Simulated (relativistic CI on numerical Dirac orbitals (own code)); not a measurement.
Fe⁶⁺: K-beta X-ray emission

Computed with this model: Dirac-Coulomb-Breit CI, orbitals from a KLI potential per configuration, model QED (radiative potential, 1s self-energy scaled to tabulated hydrogen-like ionisation energies), valence Slater integrals scaled by 0.8, multiplet model of X-ray emission after core ionisation; configurations [Ar] 3d2 → 1s 2s2 2p6 3s2 3p6 3d2 → [Ne] 3s2 3p5 3d2; 300 K; Lorentzian 2.24 eV and Gaussian 1 eV FWHM. Energies are those of the free ion, without screening or charge transfer. S is read from ⟨S²⟩ = S(S + 1).

Field parameters in Wybourne normalisation: Td as Oh with Dq negative (B⁴₀ = 21Dq, B⁴₄ = √(5/14) B⁴₀). The field is a parameter set, without covalency.

Computed curve for Td, 10Dq = -11800 cm⁻¹, scaled to 100 at the maximum (points under 2 are left out and the grid is thinned):

| Energy (eV) | Intensity |
| --- | --- |
| 7047.6 | 2.1 |
| 7048.2 | 2.8 |
| 7048.8 | 3.9 |
| 7049.4 | 6.0 |
| 7050.2 | 9.8 |
| 7050.8 | 10.9 |
| 7051.4 | 9.2 |
| 7052.0 | 6.6 |
| 7052.6 | 5.0 |
| 7053.2 | 4.3 |
| 7054.0 | 4.6 |
| 7054.6 | 5.7 |
| 7055.2 | 7.9 |
| 7055.8 | 11.2 |
| 7056.4 | 13.9 |
| 7057.0 | 14.0 |
| 7057.6 | 11.3 |
| 7058.4 | 7.3 |
| 7059.0 | 5.5 |
| 7059.6 | 4.6 |
| 7060.2 | 4.3 |
| 7060.8 | 4.3 |
| 7061.4 | 4.7 |
| 7062.2 | 5.8 |
| 7062.8 | 7.1 |
| 7063.4 | 8.6 |
| 7064.0 | 9.7 |
| 7064.6 | 10.6 |
| 7065.2 | 12.0 |
| 7065.8 | 14.4 |
| 7066.6 | 19.5 |
| 7067.2 | 25.1 |
| 7067.8 | 32.8 |
| 7068.4 | 41.0 |
| 7069.0 | 49.0 |
| 7069.6 | 58.1 |
| 7070.2 | 66.8 |
| 7071.0 | 74.5 |
| 7071.6 | 80.9 |
| 7072.2 | 91.1 |
| 7072.8 | 99.4 |
| 7073.4 | 98.0 |
| 7074.0 | 93.3 |
| 7074.8 | 90.8 |
| 7075.4 | 77.9 |
| 7076.0 | 55.2 |
| 7076.6 | 35.8 |
| 7077.2 | 23.6 |
| 7077.8 | 16.6 |
| 7078.4 | 12.3 |
| 7079.2 | 8.8 |
| 7079.8 | 7.1 |
| 7080.4 | 5.9 |
| 7081.0 | 4.9 |
| 7081.6 | 4.2 |
| 7082.2 | 3.6 |
| 7083.0 | 3.1 |
| 7083.6 | 2.7 |
| 7084.2 | 2.4 |
| 7084.8 | 2.2 |

The ground state has S = 1.00, and the centroid lies at 7070.53 eV.
